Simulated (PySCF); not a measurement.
Isomers of C8H8.

All values: CAM-B3LYP/def2-SVPD (PySCF) at PBE0-D3(BJ)/def2-SVP geometries, gas phase, one conformer each. Core orbitals are frozen in the response; Δα² is half the sum of the squared differences of the principal polarisabilities. Dipoles and anisotropies that the point group forbids are given as zero.

Problem. Rank by vertical ionisation energy (ΔSCF), lowest first.
A. `[CH:1]1=[CH:2]\[CH:3]=[CH:4]/[CH:5]=[CH:6]\[CH:7]=[CH:8]/1` with C1–C2–C3–C4 55°, C3–C4–C5–C6 -55°, C5–C6–C7–C8 55°, C2–C1–C8–C7 -55°
B. cubane, `C12C3C4C1C1C2C3C41`
C. 1-cyclopropylpenta-1,3-diyne (`CC#CC#CC1CC1`)

Solution. A (8.11 eV), C (8.36 eV), B (9.52 eV).

Problem. Rank by HOMO energy, highest first.
A. bicyclo[2.2.2]octa-2,5,7-triene, `C1=CC2C=CC1C=C2`
B. 1-cyclopropylpenta-1,3-diyne (`CC#CC#CC1CC1`)
C. cubane (`C12C3C4C1C1C2C3C41`)
D. `[CH:1]#[C:2][CH:3]=[C:4]=[CH:5][CH2:6][CH:7]=[CH2:8]` with C4–C5–C6–C7 116°, C5–C6–C7–C8 116°

Solution. A (-7.40 eV), B (-7.66 eV), D (-8.21 eV), C (-8.78 eV).

Problem. Rank by mean static polarisability, highest first.
A. `C=CC#CC=C1CC1`
B. `C12C3C4C2C2C1C3C24` (cubane)
C. `[CH:1]1=[CH:2]\[CH:3]=[CH:4]/[CH:5]=[CH:6]\[CH:7]=[CH:8]/1` with C1–C2–C3–C4 55°, C3–C4–C5–C6 -55°, C5–C6–C7–C8 55°, C2–C1–C8–C7 -55°
D. `[CH:1]#[C:2][CH:3]=[C:4]=[CH:5][CH2:6][CH:7]=[CH2:8]` with C4–C5–C6–C7 116°, C5–C6–C7–C8 116°
E. bicyclo[2.2.2]octa-2,5,7-triene (`C1C2C=CC(C=C2)C=1`)
F. `[CH:1]#[C:2][C:3]1([C:4]#[CH:5])[CH2:6][CH2:7][CH2:8]1` with C2–C3–C6–C7 137°, C3–C6–C7–C8 -19°, C6–C7–C8–C3 19°, C2–C3–C8–C7 -137°

Solution. A (16.25 Å³), D (15.71 Å³), C (13.65 Å³), F (13.04 Å³), E (11.83 Å³), B (10.96 Å³).

All values together:

```csv
SMILES,μ (D),HOMO (eV),LUMO (eV),α (Å³),Δα (Å³),ΔSCF removal energy (eV)
C1=C\C=C/C=C\C=C/1,0.00,-7.39,-0.33,13.65,5.94,8.11
C#CC=C=CCC=C,0.90,-8.21,0.26,15.71,15.30,–
C=CC#CC=C1CC1,0.95,-7.43,-0.36,16.25,15.49,–
C#CC1(C#C)CCC1,0.94,-8.86,1.30,13.04,4.20,–
CC#CC#CC1CC1,0.30,-7.66,0.77,15.70,17.05,8.36
C12C3C4C1C1C2C3C41,0.00,-8.78,1.55,10.96,0.00,9.52
C1=CC2C=CC1C=C2,0.00,-7.40,0.91,11.83,2.53,8.15
```

Conformers: `[CH:1]1=[CH:2]\[CH:3]=[CH:4]/[CH:5]=[CH:6]\[CH:7]=[CH:8]/1` with C1–C2–C3–C4 55°, C3–C4–C5–C6 -55°, C5–C6–C7–C8 55°, C2–C1–C8–C7 -55°; `[CH:1]#[C:2][CH:3]=[C:4]=[CH:5][CH2:6][CH:7]=[CH2:8]` with C4–C5–C6–C7 116°, C5–C6–C7–C8 116°; `[CH:1]#[C:2][C:3]1([C:4]#[CH:5])[CH2:6][CH2:7][CH2:8]1` with C2–C3–C6–C7 137°, C3–C6–C7–C8 -19°, C6–C7–C8–C3 19°, C2–C3–C8–C7 -137°.

A dash marks a removal energy that wasn't run or isn't settled.
